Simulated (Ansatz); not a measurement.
VH2Cl2, relaxed as a doublet with UKS PBE-D4/def2-TZVP in Ansatz, starting from the GFN2-xTB geometry. Force threshold 0.02 eV/Å.

The relaxation made no stability test and no search for a lower SCF solution. No other spin state of charge 0 was run.

Start:

Cartesian coordinates in Å:
```
V 0.003 0.019 0.102
H -0.606 -1.085 -0.721
H 0.545 0.755 -1.095
Cl 1.576 -0.788 0.976
Cl -1.518 1.099 0.738
```

(1) Estimate the energy that the relaxation releases and the steps that it takes.

(2) Does the start keep its bonding and symmetry?

(3) Predict the relaxed structure.

Answers

(1) 17.7 kcal/mol, in 5 steps; 4.6 s on 4 threads of Intel Xeon Platinum 8488C on a shared host. No frequencies were taken in this run, so the end may be a saddle point.

(2) By distances, no bond broke or formed. The bond that changes most is V1–Cl5, from 1.97 to 2.13 Å (atoms count from 1). Point group C2v at the start, C2v at the end, both within 0.05 Å.

(3) 
```xyz
5

V     0.003    0.018    0.097
H    -0.679   -1.204   -0.727
H     0.615    0.864   -1.146
Cl    1.709   -0.863    1.017
Cl   -1.649    1.185    0.759
```
Bond lengths: 2 × Cl–V 2.13 Å; 2 × H–V 1.62 Å.
